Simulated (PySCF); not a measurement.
Species: C4H9FNSi2 (doublet state).
Z-matrix (Å and degrees, GFN2-xTB geometry), rows numbered from 1:
```
C 
Si  1  1.8967
C   2  1.9187  1  107.49
C   3  1.5228  2  112.30  1  -128.57
F   4  1.4021  3  109.53  2   -53.56
Si  4  1.9408  3  114.90  2    67.20
C   4  1.4371  3  110.49  2  -173.78
N   7  1.1467  4  175.12  3   -86.92
H   1  1.0866  2  111.75  3    61.89
H   1  1.0862  2  111.49  3   -58.57
H   1  1.0848  2  110.74  3  -178.20
H   2  1.4673  1  110.90  3   118.49
H   2  1.4683  1  109.82  3  -118.99
H   3  1.0927  2  109.71  1   110.44
H   3  1.0912  2  111.34  1    -7.55
H   6  1.4562  4  109.98  3  -171.79
H   6  1.4592  4  109.20  3    60.07
```

The hyperfine couplings belong to this conformer and change with its torsions.

As a line formula: `C[SiH2]C[C@@](F)([SiH2])C#N` [radical].

Theory: UKS B3LYP, pcH-1 on C F H N Si, non-relativistic, mean-field spin-orbit, GIAO in PySCF 2.14.0. Geometry: GFN2-xTB, one conformer, isolated molecule. GFN2-xTB frequencies show an imaginary mode (40i cm⁻¹), so this geometry is no minimum at that level. The geometry wasn't refined by DFT: couplings that depend on bond lengths, twists or pyramidal angles can differ widely from those at the functional's own minimum, by a factor of two or more for some ions and for spin on atoms past the first row. No stability test was run, so a lower SCF solution isn't excluded.

Principal values of hyperfine tensors in MHz (contact, dipolar and spin–orbit terms together), for some of the nuclei:

| atom | isotope | A1 | A2 | A3 |
| --- | --- | --- | --- | --- |
| Si6 | 29Si | -643.86 | -374.19 | -373.38 |
| H16 | 1H | 32.19 | 43.46 | 50.35 |
| H17 | 1H | 30.06 | 41.37 | 48.45 |
| C7 | 13C | 18.62 | 21.83 | 27.64 |
| Si2 | 29Si | -11.31 | -7.80 | -7.23 |
| H12 | 1H | 6.26 | 6.40 | 8.50 |
| C4 | 13C | 1.95 | 2.57 | 11.74 |
| C3 | 13C | 1.30 | 1.43 | 3.06 |

(1) Give the isotropic coupling of each nucleus in MHz and in mT (g = 2.0031), and the anisotropic part.

(2) What spin density at the nucleus of C7 lies behind its contact coupling (g_N = 1.40482)?

(3) H13 (1H, g_N = 5.58569) isn't in the table. Its spin density at the nucleus is 0.003009 bohr⁻³. What is its contact coupling?

(4) Which nucleus of the table has the largest anisotropic coupling, and what is its form?

## Answers

(1) a_iso is a third of the trace, T = A − a_iso, and a(mT) = a(MHz)/(g × 13.996). The tensors hold a spin–orbit part: the run splits a_iso into a_FC + a_SO, and T includes its anisotropic share.

```csv
atom,a_iso (MHz),a_FC,a_SO,a_iso (mT),T1,T2,T3
Si6,-463.81,-464.90,1.08,-16.543,-180.05,89.62,90.43
H16,42.00,41.98,0.02,1.498,-9.81,1.46,8.35
H17,39.96,39.94,0.02,1.425,-9.90,1.41,8.49
C7,22.70,22.70,-0.01,0.809,-4.08,-0.87,4.95
Si2,-8.78,-8.79,0.01,-0.313,-2.53,0.98,1.55
H12,7.06,7.05,0.00,0.252,-0.80,-0.65,1.45
C4,5.42,5.41,0.01,0.193,-3.47,-2.85,6.32
C3,1.93,1.93,0.00,0.069,-0.63,-0.50,1.13
```

(2) a_FC = (2μ0/3) gₑ μB g_N μN ρ(0)/(2S·h) = 800.24 MHz × g_N × ρ(0)/(2S), with ρ in bohr⁻³. With a_FC = 22.70 MHz and 2S = 1, ρ(0) = 0.02019 bohr⁻³.

(3) By the same relation, a_FC = 13.45 MHz. Its full tensor has the principal values 9.54, 10.79, 20.02 MHz.

(4) Si6: -180.0, 89.6, 90.4 MHz (the dipolar term alone has -179.0, 89.2, 89.8), axial, in the ratio +1:+1:−2, the form that spin in one p orbital centred on that nucleus gives (the nuclear moment is negative).

The run took 1.8 min (grids of density and orbitals included) on Arm Neoverse V2, one thread, shared host with 32 logical CPUs at a one-minute load of 19, and the process peaked at 1.1 GiB of memory.
